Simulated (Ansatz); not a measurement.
Two isomers of C2H7NOSi: A = `C[Si@H]1O[C@@H]1N`, B = `CN(C)[Si]O`.

Isolated molecules relaxed with PBE0-D4/def2-TZVP in Ansatz; ΔE leaves out vibrations. CBS: MP2 limit from def2 TZ/QZ plus the TZ coupled-cluster correction, frozen cores. Functionals use def2-TZVPP. B3LYP here is the variant with VWN-RPA as its local correlation; programs differ in this. One conformer a species, not always the lowest.

Task: Which isomer does CCSD(T)/CBS put lower? Give the gap. (Best estimate.)

Result: Computed: B, by 101.5 kJ/mol.

Task: Give E(B) − E(A) in kJ/mol with CCSD/def2-TZVPP, CCSD(T)/def2-SVP, r2SCAN-D4, B3LYP-D4, LDA (SPW92), PBE-D4, B3LYP. (An estimate is asked.)

Result: Computed: CCSD/def2-TZVPP -108.2, CCSD(T)/def2-SVP -122.6, r2SCAN-D4 -80.1, B3LYP-D4 -107.3, LDA (SPW92) -92.6, PBE-D4 -88.4, B3LYP -102.2. None reverses the order clearly.

Task: Does the order hold for the free energy at 298.15 K (harmonic terms from PBE0-D4)? (An estimate is asked.)

Result: Ansatz gave: Yes: G(B) − G(A) = -95.7 kJ/mol, for one conformer each. Modes under 60 cm⁻¹, often nearly free rotors, make the harmonic entropy too high.

Largest T1 diagnostic: 0.013.

From r2SCAN to r2SCAN0 (25 % exact exchange), in def2-TZVPP and without D4, E(B) − E(A) moves by −6.0 kJ/mol. At CCSD(T), def2-SVP lies −21.1 kJ/mol from the extrapolated value and def2-TZVPP −3.9 kJ/mol.
